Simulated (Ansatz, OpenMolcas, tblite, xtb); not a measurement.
# How methods differ on CH5AlOSi (SMILES [CH2]1O[SiH2][AlH]1)

The species is CH5AlOSi (9 atoms), meant as a singlet with charge 0. SMILES: `[CH2]1O[SiH2][AlH]1`. The coordinates come from a PBE0-D4/def2-TZVP relaxation.

```xyz
9

C    -0.3099    1.0225   -0.6535
O     0.6211   -0.0213   -1.0229
Si    0.7678   -1.2239    0.1358
Al   -0.8588    0.2793    1.1211
H    -1.0902    1.0976   -1.4201
H     0.2133    1.9860   -0.6430
H     2.1777   -1.3383    0.6150
H     0.4224   -2.5606   -0.4333
H    -1.8551    0.7124    2.2837
```

Each level gives the HOMO–LUMO gap (eV). The values are calculated.

| level | kind | program | value (eV) |
| --- | --- | --- | --- |
| GFN2-xTB | semi-empirical | xtb | 2.93 |
| GFN0-xTB | semi-empirical | xtb | 2.79 |
| IPEA1-xTB | semi-empirical | tblite | 3.62 |
| HF/def2-SVP | Hartree–Fock | Ansatz | 10.24 |
| SVWN5/def2-SVP | LDA | Ansatz | 3.08 |
| BLYP/def2-SVP | GGA | Ansatz | 3.19 |
| TPSS/def2-SVP | meta-GGA | OpenMolcas | 3.47 |
| M06-2X/def2-SVP | hybrid meta-GGA | OpenMolcas | 6.60 |
| HSE06/def2-SVP | range-separated hybrid | Ansatz | 4.24 |
| B2PLYP/def2-SVP | double hybrid | Ansatz | 6.96 |

The values span 2.79 to 10.24 eV. Orbital gaps aren't excitation energies, and those of double hybrids come from the SCF part alone; they tend to grow with the share of exact exchange.
